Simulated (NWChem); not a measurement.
disulfane (H2S2); SMILES SS

```xyz
4

S      0.0352    -1.0357     0.0553
S     -0.0352     1.0357     0.0553
H     -0.9144    -1.2637    -0.8848
H      0.9144     1.2637    -0.8848
```
Atoms are numbered in this order, from 1.

All runs use the structure optimised with PBE0/def2-SVP.

Symmetry labels are those of C2 in the frame above (b1 and b2, or b-type labels, depend on it).

Question: List the 4 lowest vertical singlet excitations and the 4 lowest triplet ones from PBE0/def2-SVP, TDA (NWChem).

Answer: 
```csv
state,energy (eV),oscillator strength,symmetry,leading excitation (squared amplitude)
S1,5.02,0.000,a,HOMO → LUMO (0.99)
S2,5.07,0.009,b,HOMO−1 → LUMO (0.97)
S3,6.73,0.000,a,HOMO−1 → LUMO+1 (0.79)
S4,6.73,0.006,b,HOMO → LUMO+1 (0.75)
T1,4.13,spin-forbidden,b,HOMO−1 → LUMO (0.99)
T2,4.15,spin-forbidden,a,HOMO → LUMO (1.00)
T3,6.02,spin-forbidden,b,HOMO → LUMO+1 (0.63)
T4,6.04,spin-forbidden,a,HOMO−1 → LUMO+1 (0.61)
```
